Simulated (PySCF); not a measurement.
# Working out the electron affinity of Ge

Ge⁻ [Ar] 3d10 4s2 4p3 (4S) → Ge [Ar] 3d10 4s2 4p2 (3P). Calculation: PySCF 2.14, in x2c-TZVPPall with one added diffuse shell each of s, p, d type (7s6p5d1f, 57 functions); the spin-free X2C one-electron Hamiltonian (Gaussian nucleus). Frozen: [Ne]. Energies in hartree (1 hartree = 27.21139 eV):

```json
{"part": "UHF", "Ge⁻ (lower)": "-2097.079851", "Ge (upper)": "-2097.048582"}
{"part": "MP2 opposite-spin", "Ge⁻ (lower)": "-0.228529", "Ge (upper)": "-0.222458"}
{"part": "MP2 same-spin", "Ge⁻ (lower)": "-0.118449", "Ge (upper)": "-0.107079"}
```

**Question.** What does Hartree-Fock give?

**Answer.** (-2097.048582) − (-2097.079851) = 0.031269 hartree = 0.851 eV.

**Question.** What do MP2 and SCS-MP2 (6/5 opposite-spin, 1/3 same-spin) give?

**Answer.** The opposite-spin parts differ by 0.165 eV and the same-spin parts by 0.309 eV. MP2: 0.851 + (0.165) + (0.309) = 1.325 eV. SCS-MP2: 0.851 + 1.2 × (0.165) + (0.309)/3 = 1.152 eV.

A first-order spin-orbit estimate adds -0.102 eV to MP2 (valence and next inner shell), giving 1.223 eV against 1.233 eV (measured; photodetachment measurements, as compiled on the Wikipedia data page of electron affinities).

What remains against the reference includes basis incompleteness, the frozen core and correlation beyond second order.
